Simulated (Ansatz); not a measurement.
Consider the ligand exchange at a B–F bond: `FBOCS` + HCl → `SCOBCl` + H–F.

Computed with Ansatz on PBE0-D4/def2-TZVP structures; ΔE is electronic, products minus reactants. CCSD(T)/CBS adds triple-zeta CCSD(T) − MP2 to the extrapolated MP2 energy (def2 sets, frozen cores). This one scheme is used for every species. DFT in def2-TZVPP. Each species was taken in one conformer, which may not be the lowest.

`FBOCS`:

Z-matrix (Å, degrees):
```
C
S 1 1.802
O 1 1.407 2 113.7
H 1 1.093 2 105.1 3 -122.2
H 1 1.088 2 110.0 3 120.5
H 2 1.343 1 96.3 3 -68.5
B 3 1.347 1 120.9 2 -90.2
F 7 1.321 3 117.3 1 177.6
H 7 1.197 3 122.9 1 -3.5
```

HCl:

Cartesian coordinates in Å:
```
Cl -0.049 0.571 0.284
H 0.049 -0.571 -0.284
```

`SCOBCl`:

Cartesian coordinates in Å:
```
S -0.038 -1.785 1.042
C 0.744 -0.273 0.459
O -0.176 0.741 0.113
B -0.652 0.835 -1.138
Cl -1.831 2.083 -1.480
H -0.498 -1.278 2.197
H 1.396 0.134 1.229
H 1.345 -0.572 -0.403
H -0.289 0.115 -2.018
```

H–F:

Cartesian coordinates in Å:
```
F -0.259 -0.354 0.139
H 0.259 0.354 -0.139
```

```tsv
species	B2PLYP energy (Eh)
`FBOCS`	-638.54311
HCl	-460.68739
`SCOBCl`	-998.76995
H–F	-100.43758
```

Q: Work out ΔE.

A: ΔE = (-998.76995) + (-100.43758) − (-638.54311) − (-460.68739) = 0.02297 Eh = +60.3 kJ/mol. CCSD(T)/CBS gives +52.5 kJ/mol.

Largest T1 diagnostic among the species: 0.013.

In def2-TZVPP, CCSD(T) changes the Hartree–Fock value by −16.7 kJ/mol (the triples alone add −3.2 kJ/mol) and MP2 by −22.9 kJ/mol. The D4 term adds −4.4 kJ/mol with B3LYP and −2.4 kJ/mol with PBE0; it sums over pairs of atoms, weighted by their polarisabilities, and B3LYP, whose exchange is more repulsive, gets the larger term.

B3LYP here is the variant with VWN-RPA as its local correlation; programs differ in this.
